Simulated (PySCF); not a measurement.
Cu2, SMILES [Cu][Cu], multiplicity 1.

Geometry: B3LYP-D3(BJ)/def2-TZVP. The multiplicity is an assumed one; other spin states were not compared.

Two levels are set side by side: PBE/def2-TZVPD (PySCF) and CAM-B3LYP/def2-TZVPD (PySCF). Same geometry, gas phase. Differences are taken from unrounded values.

```tsv
quantity	CAM-B3LYP	PBE	PBE minus CAM-B3LYP
orbital gap (eV)	5.40	1.77	-3.63
highest occupied level (eV)	-6.84	-4.85	1.98
lowest empty level (eV)	-1.44	-3.08	-1.65
mean polarisability (bohr³)	76.9	75.1	-1.8
```

PBE's occupied levels lie high since its potential decays too fast outside the molecule; exact exchange lowers them and widens the gap. Differences between two approximate levels are no errors against the true value.

Rough cost on one machine, each run with all the roots and properties that it gave: CAM-B3LYP against PBE within a factor of 2.
